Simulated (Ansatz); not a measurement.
Stepwise reaction of `[OH][Nb]([OH])([F])=[S]` with hydrogen chloride, as a gas-phase model of exchange steps in deposition or etching. ΔE in kJ/mol; ΔG adds harmonic PBE0-D4 terms to CCSD(T)/CBS, at 1 bar.

Computed with Ansatz on PBE0-D4/def2-TZVP structures; ΔE is electronic, products minus reactants. CCSD(T)/CBS is the MP2 limit (def2-TZVPP, def2-QZVPP) plus CCSD(T) − MP2 in def2-TZVPP, frozen cores. This one scheme is used for every species. Functionals use def2-TZVPP. B3LYP here is the variant with VWN-RPA as its local correlation; programs differ in this. def2 core potentials past Kr. For Nb outer-core shells are correlated without core-valence functions, which leaves a few kJ/mol of doubt a bond. One conformer a species, not always the lowest.

```csv
step,reaction,PBE-D4,B3LYP-D4,ωB97M-V,CCSD(T)/CBS,ΔG(500 K)
2,`[OH][Nb]([F])(=[S])[Cl]` + HCl → `[F][Nb](=[S])([Cl])[Cl]` + H₂O,-14.8,-13.2,-10.1,-19.2,-14.7
```

Question: Give the row of step 1, `[OH][Nb]([OH])([F])=[S]` + HCl → `[OH][Nb]([F])(=[S])[Cl]` + H₂O. (Estimate.)

Answer: The calculation gave: 
```json
{"step": "1", "reaction": "`[OH][Nb]([OH])([F])=[S]` + HCl → `[OH][Nb]([F])(=[S])[Cl]` + H₂O", "PBE-D4": "-22.6", "B3LYP-D4": "-20.7", "ωB97M-V": "-18.1", "CCSD(T)/CBS": "-26.9", "ΔG(500 K)": "-21.1"}
```

Question: By hand: ΔE of the 2 steps together at CCSD(T)/CBS.

Answer: (-26.9) + (-19.2) = -46.1 kJ/mol, or -23.0 kJ/mol a step.

In ΔE each step is higher than the one before. All are downhill at CCSD(T)/CBS. ΔG lies between -21.1 and -14.7 kJ/mol a step. PBE-D4 differs from CCSD(T)/CBS by 4.3 to 4.4 kJ/mol a step. Isolated molecules leave out the surface, adducts and barriers. Largest T1 diagnostic: 0.023.
